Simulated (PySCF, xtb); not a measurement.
C4H6ClF, SMILES F[C@H](Cl)C1CC1.

GFN2-xTB in xtb at its own geometry gives an orbital gap of 6.67 eV and a dipole moment of 2.51 D.

Coordinates come from a r2SCAN-D4/def2-SVP optimisation. The structure was generated by enumeration; whether it is a known compound was not checked. Other conformers were not sampled.

Q: What does PBE/def2-TZVP (PySCF) give? (Estimate from the structure and the level; the computed values follow.)

A: gap 6.55 eV (levels -7.08 and -0.52 eV), dipole 2.17 D.
